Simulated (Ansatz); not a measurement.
Start from `O[SiH2]S[SiH2]F` and change one atom or group to get `F[SiH2]S[SiH2]Cl`.

Ansatz, PBE0-D4/def2-TZVP geometries, multiplicity 1. Each molecule was computed in one conformer, which needn't be the lowest.

| property | `O[SiH2]S[SiH2]F` |
| --- | --- |
| HOMO energy (PBE/def2-TZVPP) / eV | -6.86 |
| size of the dipole moment (B3LYP/def2-TZVPP) / D | 2.02 |
| HOMO–LUMO gap (PBE/def2-TZVPP) / eV | 5.75 |
| HOMO energy (PBE0/def2-TZVPP) / eV | -8.08 |
| size of the dipole moment (PBE/def2-TZVPP) / D | 1.98 |
| HOMO–LUMO gap (PBE0/def2-TZVPP) / eV | 7.84 |

Question: What does the change do to each property? (Estimate.)

Answer: Ansatz gave: 
```json
{"property": "HOMO energy (PBE/def2-TZVPP) / eV", "`F[SiH2]S[SiH2]Cl`": "-7.05", "shift": "-0.19"}
{"property": "size of the dipole moment (B3LYP/def2-TZVPP) / D", "`F[SiH2]S[SiH2]Cl`": "0.14", "shift": "-1.88"}
{"property": "HOMO–LUMO gap (PBE/def2-TZVPP) / eV", "`F[SiH2]S[SiH2]Cl`": "5.70", "shift": "-0.05"}
{"property": "HOMO energy (PBE0/def2-TZVPP) / eV", "`F[SiH2]S[SiH2]Cl`": "-8.27", "shift": "-0.19"}
{"property": "size of the dipole moment (PBE/def2-TZVPP) / D", "`F[SiH2]S[SiH2]Cl`": "0.12", "shift": "-1.86"}
{"property": "HOMO–LUMO gap (PBE0/def2-TZVPP) / eV", "`F[SiH2]S[SiH2]Cl`": "7.79", "shift": "-0.05"}
```

With PBE0 the HOMO falls by 0.19 eV and the LUMO falls by 0.24 eV, so the gap narrows by about 0.05 eV. PBE moves the HOMO by -0.19 eV and ωB97M-V by -0.16 eV. Dipoles are sizes alone; their direction can turn.

B3LYP here is the variant with VWN-RPA as its local correlation; programs differ in this.
